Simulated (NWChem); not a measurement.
System: C3H3FO2; SMILES FC1=COCO1

NWChem printed, in part:

```
             Northwest Computational Chemistry Package (NWChem) 7.3.0
             --------------------------------------------------------

                             Geometry "geometry" -> ""
                             -------------------------

 Output coordinates in angstroms (scale by  1.889725989 to convert to a.u.)

  No.       Tag          Charge          X              Y              Z
 ---- ---------------- ---------- -------------- -------------- --------------
    1 F                    9.0000     0.00534083    -2.02647774     0.02138583
    2 C                    6.0000     0.09661183    -0.72728374     0.01151683
    3 C                    6.0000     1.14551783     0.09036226     0.04596983
    4 O                    8.0000     0.68846683     1.39322126    -0.10679117
    5 C                    6.0000    -0.72073817     1.31449526     0.11103183
    6 O                    8.0000    -1.07919617    -0.06042674    -0.12835917
    7 H                    1.0000     2.21478883    -0.08958574     0.09205583
    8 H                    1.0000    -0.98773017     1.60051226     1.19774483
    9 H                    1.0000    -1.27764017     1.99957426    -0.61218117

 Effective nuclear repulsion energy (a.u.)     242.4455771206

                                Z-matrix (autoz)
                                --------

 Units are Angstrom for bonds and degrees for angles

[...]

      ----------------------
      Optimization converged
      ----------------------

  Step       Energy      Delta E   Gmax     Grms     Xrms     Xmax
  ---- ---------------- -------- -------- -------- -------- --------
@   13    -365.68538944  2.2D-09  0.00001  0.00000  0.00002  0.00005
                                     ok       ok       ok       ok

                                Z-matrix (autoz)
                                --------

 Units are Angstrom for bonds and degrees for angles

[...]

 Rotational Constants
 --------------------
 A=   0.294463 cm-1  (  0.423657 K)
 B=   0.117610 cm-1  (  0.169211 K)
 C=   0.086319 cm-1  (  0.124191 K)

 Temperature                      =   298.15K
 frequency scaling parameter      =   1.0000

 Zero-Point correction to Energy  =   38.969 kcal/mol  (  0.062102 au)
 Thermal correction to Energy     =   41.932 kcal/mol  (  0.066823 au)
 Thermal correction to Enthalpy   =   42.524 kcal/mol  (  0.067767 au)

 Total Entropy                    =   71.151 cal/mol-K
   - Translational                =   39.387 cal/mol-K (mol. weight =  90.0117)
   - Rotational                   =   25.781 cal/mol-K (symmetry #  =        1)
   - Vibrational                  =    5.983 cal/mol-K

 Cv (constant volume heat capacity) =   16.435 cal/mol-K
   - Translational                  =    2.979 cal/mol-K
   - Rotational                     =    2.979 cal/mol-K
   - Vibrational                    =   10.476 cal/mol-K

[normal modes left out]

 ----------------------------------------------------------------------------
 Normal Eigenvalue ||           Projected Infra Red Intensities
  Mode   [cm**-1]  || [atomic units] [(debye/angs)**2] [(KM/mol)] [arbitrary]
 ------ ---------- || -------------- ----------------- ---------- -----------
    1       -0.000 ||    0.000176           0.004         0.172       0.047
    2        0.000 ||    0.000111           0.003         0.108       0.030
    3        0.000 ||    0.000115           0.003         0.112       0.031
    4        0.000 ||    0.000020           0.000         0.019       0.005
    5        0.000 ||    0.000125           0.003         0.122       0.033
    6        0.000 ||    0.000002           0.000         0.002       0.000
    7      212.438 ||    0.007598           0.175         7.407       2.029
    8      319.847 ||    0.002426           0.056         2.365       0.648
    9      441.904 ||    0.002029           0.047         1.978       0.542
   10      577.083 ||    0.001655           0.038         1.613       0.442
   11      673.117 ||    0.007764           0.179         7.569       2.074
   12      720.442 ||    0.045580           1.052        44.434      12.174
   13      751.874 ||    0.003047           0.070         2.970       0.814
   14      995.194 ||    0.111620           2.575       108.813      29.812
   15     1011.516 ||    0.016000           0.369        15.597       4.273
   16     1050.182 ||    0.020858           0.481        20.334       5.571
   17     1152.804 ||    0.032265           0.744        31.453       8.617
   18     1191.438 ||    0.087869           2.027        85.659      23.468
   19     1222.190 ||    0.006055           0.140         5.903       1.617
   20     1274.892 ||    0.035437           0.818        34.545       9.464
   21     1391.304 ||    0.266583           6.150       259.878      71.199
   22     1473.529 ||    0.088898           2.051        86.662      23.743
   23     1516.091 ||    0.004808           0.111         4.687       1.284
   24     1830.965 ||    0.120434           2.779       117.405      32.166
   25     2967.799 ||    0.113223           2.612       110.376      30.240
   26     3162.806 ||    0.023626           0.545        23.032       6.310
   27     3335.081 ||    0.012606           0.291        12.289       3.367
 ----------------------------------------------------------------------------
```

Level: PBE0/def2-SVP. 

Task: Write an input that gives this output.

Result: This is not unique; one that fits is the input that was run:
```
start job
memory heap 200 mb stack 900 mb global 1100 mb
geometry units angstroms noautosym
  F      0.004555    -2.023454     0.028604
  C      0.095826    -0.724260     0.018735
  C      1.144732     0.093386     0.053188
  O      0.687681     1.396245    -0.099573
  C     -0.721524     1.317519     0.118250
  O     -1.079982    -0.057403    -0.121141
  H      2.214003    -0.086562     0.099274
  H     -0.988516     1.603536     1.204963
  H     -1.278426     2.002598    -0.604963
end
basis spherical
  * library def2-svp
end
dft
  xc pbe0
  grid fine
  iterations 150
end
driver
  maxiter 120
  tight
end
task dft optimize
task dft freq
```
